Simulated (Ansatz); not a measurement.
```yaml
crystal:
  periodic: [false, false, false]
  atoms:
    - {symbol: C, position_ang: [1.299944, -1.627726, 0.690938]}
    - {symbol: C, position_ang: [0.588504, -0.736928, 0.307369]}
    - {symbol: Sn, position_ang: [-0.612269, 0.767646, -0.341593]}
    - {symbol: F, position_ang: [-2.226235, 0.153460, -1.100179]}
    - {symbol: F, position_ang: [0.197286, 1.837776, -1.666995]}
    - {symbol: F, position_ang: [-1.116794, 1.956084, 1.033407]}
    - {symbol: H, position_ang: [1.930964, -2.418312, 1.031352]}
basis:
  gaussian: {orbitals: ANO-RCC-VTZP}
magnetization: {spin_polarized: true, initial_magnetization: 3}
hamiltonian: {xc: {name: BHLYP}}
output: {forces: true}
```

```sh
$ ansatz run in.yaml --threads 4 --pin off --events-out ev --progress --plain --max-ram 10444MiB
```

It prints (some lines left out):

```
Error: a molecule whose nuclei and cores have a total charge of 90 cannot have a net charge of 0 together with 3 unpaired electrons
```

Q: Something in this input is off. What?

A: The number of unpaired electrons doesn't fit the electron count. The input was rejected before any iteration.
